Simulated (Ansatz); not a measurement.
Calculated with Ansatz (gas phase, PBE0-D4/def2-TZVP geometries, no zero-point term in ΔE). CBS: MP2 limit from def2 TZ/QZ plus the TZ coupled-cluster correction, frozen cores. This one scheme is used for every species. DFT in def2-TZVPP. def2 core potentials past Kr. For Sn outer-core shells are correlated without core-valence functions, which leaves a few kJ/mol of doubt a bond. Each species was taken in one conformer, which may not be the lowest.

`[OH][Sn][Cl]` + CH₄ → `[CH3][Sn][OH]` + HCl  (formal exchange of groups at the Sn–Cl bond)

```csv
level,ΔE (kJ/mol),difference from CCSD(T)/CBS
LDA (SPW92),167.5,-3.0
PBE-D4,173.3,2.8
ωB97M-V,171.3,0.8
BHLYP,181.7,11.2
LC-ωPBE,168.5,-2.0
MP2/def2-TZVPP,167.8,-2.7
CCSD/def2-TZVPP,163.0,-7.5
CCSD(T)/def2-TZVPP,162.3,-8.2
HF/def2-QZVPP,185.7,15.2
CCSD(T)/def2-QZVPP,168.1,-2.4
CCSD(T)/CBS,170.5,0
```

Largest T1 diagnostic among the species: 0.017.

Leaving LDA and LC-ωPBE aside and taking each functional with its dispersion term where it has one, the values, not all of them listed here, spread over 12.8 kJ/mol, from ωB97M-V to B97M-V. LDA lies −6.9 kJ/mol from PBE without D4. In def2-TZVPP, CCSD(T) changes the Hartree–Fock value by −22.1 kJ/mol (the triples alone add −0.8 kJ/mol) and MP2 by −16.6 kJ/mol. At CCSD(T), def2-SVP lies −3.4 kJ/mol from the extrapolated value and def2-TZVPP −8.2 kJ/mol.
